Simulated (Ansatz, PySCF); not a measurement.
Gas-phase reaction (SMILES): [F][Ge]([F])([Br])[Br] [dibromo(difluoro)germane] + 4 [H][H] (H2) → 2 Br (HBr) + 2 F (HF) + [GeH4] (GeH4); energy of full hydrogenation.

Each molecule is optimised on its own at B3LYP-D3(BJ)/def2-TZVP (Ansatz, an electronic-structure program). Valence correlation only, unless marked. No spin-orbit coupling. Frozen are the shells of the preceding noble gas and the d and f shells that filled before the atom's block. No relativistic terms. CBS(X,Y): correlation extrapolated as X^-3; Hartree-Fock from the larger set. Thermal terms are rigid-rotor harmonic-oscillator values from B3LYP-D3(BJ) frequencies (Ansatz or PySCF) at 298.15 K and 1 atm. 1 Eh = 627.5095 kcal/mol.

```
species                 E, CCSD(T)/CBS(cc-pVTZ,cc-pVQZ) (Ansatz) (Eh)  E, B3LYP-D3(BJ)/def2-TZVPD (Ansatz + dftd3) (Eh)  H - E (Eh)
----------------------  ---------------------------------------------  ------------------------------------------------  ----------
[F][Ge]([F])([Br])[Br]                                    -7420.64205                                       -7425.37059     0.01454
[H][H] (H2)                                                  -1.17450                                          -1.17983     0.01336
Br (HBr)                                                  -2573.28320                                       -2574.79060     0.00927
F (HF)                                                     -100.39146                                        -100.49389     0.01259
[GeH4] (GeH4)                                             -2077.90558                                       -2079.44528     0.03354
```

Question: Work out ΔE and ΔH at 298.15 K at the first level, then ΔH at the second.

Answer: 
1. ΔE = [2×(-2573.28320) + 2×(-100.39146) + (-2077.90558)] - [(-7420.64205) + 4×(-1.17450)] = 0.08515 Eh = 53.4 kcal/mol at CCSD(T)/CBS(cc-pVTZ,cc-pVQZ).
2. The terms H - E add up to 0.00928 Eh, so ΔH = (0.08515 + (0.00928))×627.5095 = 59.3 kcal/mol.
3. At B3LYP-D3(BJ)/def2-TZVPD the same steps give ΔE = 47.5 and ΔH = 53.3 kcal/mol, a shift of -6.0 from the first level.
4. These values are not checked against measurement here, since the tables used lack a sound gas-phase enthalpy of formation for at least one species.
